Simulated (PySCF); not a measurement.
Gas-phase XPS of Si(OMe)Me3, computed

Si(OMe)Me3, C4H12OSi.
Bonds: Si1–O2, Si1–C7, Si1–C11, Si1–C15, O2–C3. Hydrogens: H4, H5, H6 on C3; H8, H9, H10 on C7; H12, H13, H14 on C11; H16, H17, H18 on C15.

Level of theory: delta-SCF UKS SCAN, pcX-2 on the ionised atom, pcseg-1 elsewhere, spin-free X2C in PySCF. Vertical ΔSCF values, vacuum level as zero.

Problem. Give the core binding energies atom by atom.

Solution. 
```tsv
atom(s)	environment	level	binding energy (eV)	2p1/2 (eV)	above the level's lowest (eV)	count
Si1	silicon bonded to 3 C and O	Si 2p3/2	106.37	106.99	0.00	1
C7/C11/C15	carbon bonded to Si and 3 H	C 1s	289.92	–	0.00	3
C3	carbon bonded to O and 3 H	C 1s	292.12	–	+2.20	1
O2	oxygen bonded to C and Si	O 1s	537.47	–	0.00	1
Si1	silicon bonded to 3 C and O	Si 1s	1846.31	–	0.00	1
```

Lowest listed C 1s: C7/C11/C15, bonded to 3 H and Si. Highest, 2.20 eV above it: C3, bonded to O and 3 H.

Problem. Which effective nuclear charge Zeff reproduces each element's mean 1s value in the hydrogen-like formula E = 13.606 eV × Zeff²?

Solution. C (Z = 6): mean 290.5 eV, Zeff = 4.62, Z − Zeff = 1.38; O (Z = 8): mean 537.5 eV, Zeff = 6.29, Z − Zeff = 1.71; Si (Z = 14): mean 1846.3 eV, Zeff = 11.65, Z − Zeff = 2.35. Means run over the listed sites, weighted by atom count.

Problem. Which photon energy gives electrons from C 1s of C7/C11/C15 a kinetic energy of 100 eV, and what is their de Broglie wavelength?

Solution. hν = 289.92 + 100 = 389.92 eV, recoil neglected; λ = 12.264 Å/√(E/eV) = 1.23 Å.

One atom of each set of topologically equivalent atoms was ionised and stands for the set; in this conformer not all members are related by symmetry, and their own values weren't computed. The 2p values aren't plain energy differences: one relaxed spin-free 2p hole is combined with a matrix within the shell (ground-state 2p orbital-energy differences and spin–orbit coupling). 2p3/2, the mean of its two sublevels, lies a third of the splitting below the shell's mean and 2p1/2 two thirds above it; the statistical areas are 2:1. 2p1/2 minus 2p3/2 (ligand field included): Si 0.63 eV. Isolated species at its PBE0-D3(BJ)/def2-SVP geometry, gas phase.

The run took 61 s wall on Intel Xeon Platinum 8259CL at 2.50 GHz, one thread, no GPU (shared host), and the process peaked at 0.64 GiB of memory.
